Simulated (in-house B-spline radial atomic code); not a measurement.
Checks on a self-consistent run for the cerium ion Ce⁶⁺, [Kr] 4d9 5s2 5p4 7f1. Level of theory: Dirac-Hartree-Fock, average of configuration, Fermi nucleus of rms radius 4.8771 fm; calculated with a radial B-spline atomic code at the basis-set limit.

```
orbital        q       ε (Eh)     <1/r>         <r²>  small-component weight
  1s1/2        2  -1498.74969    63.341  0.000820606                0.046098
  2s1/2        2   -247.20097    14.953    0.0129786                0.010037
  2p1/2        2   -232.99002    14.894   0.00955668                 0.01003
  2p3/2        4   -216.52601   13.5014    0.0108107               0.0094319
  3s1/2        2    -57.95782   5.41768    0.0877579               0.0030991
  3p1/2        2    -51.91124   5.31895    0.0829297               0.0030279
  3p3/2        4    -48.59588   4.97548    0.0902407               0.0028685
  3d3/2        4    -38.15963   4.82241    0.0741507               0.0027257
  3d5/2        6    -37.45812    4.7349    0.0762387               0.0026782
  4s1/2        2    -15.30826   2.24631     0.446979              0.00095278
  4p1/2        2    -12.93636   2.14153      0.47726              0.00088599
  4p3/2        4    -12.19914   2.03671     0.513344              0.00084031
  4d3/2      3.6     -8.28491   1.83719     0.593897              0.00070878
  4d5/2      5.4     -8.15221   1.81018     0.607897              0.00069529
  5s1/2        2     -4.75432  0.959287      2.13998                0.000255
  5p1/2   1.3333     -3.99135  0.891794      2.45879              0.00022865
  5p3/2   2.6667     -3.84063  0.857788      2.61662              0.00021743
  7f5/2  0.42857     -0.64990  0.199422      59.2982              2.8713e-05
  7f7/2  0.57143     -0.64932   0.19913      59.4219              2.8647e-05
```

Electron-electron repulsion V_ee = 3026.2464 hartree.

What total energy follows from the eigenvalues?

The eigenvalues count the repulsion twice, so E = Σqε - V_ee = -5820.349 - 3026.246 = -8846.596 hartree; the run printed -8846.596.

Does the Dirac virial theorem hold?

For a point nucleus E = -2c²Σq·w, with w the small-component weight. Here Σq·w = 0.23553 and c = 137.0360, so the ratio E/(-2c²Σq·w) is 1.000086; the finite nucleus accounts for the departure from 1.

What diamagnetic shielding (Lamb formula) and susceptibility (Langevin formula) do the radii give?

σ = (α²/3)Σq<1/r> = 368.362/(3·137.036²) = 6538.6 ppm, and χ = -0.79199×10⁻⁶·Σq<r²> = -67.14×10⁻⁶ cm³/mol with Σq<r²> = 84.774 bohr². Both are non-relativistic formulas without the paramagnetism of open shells; for so heavy an element the full relativistic shielding is larger by tens of per cent.
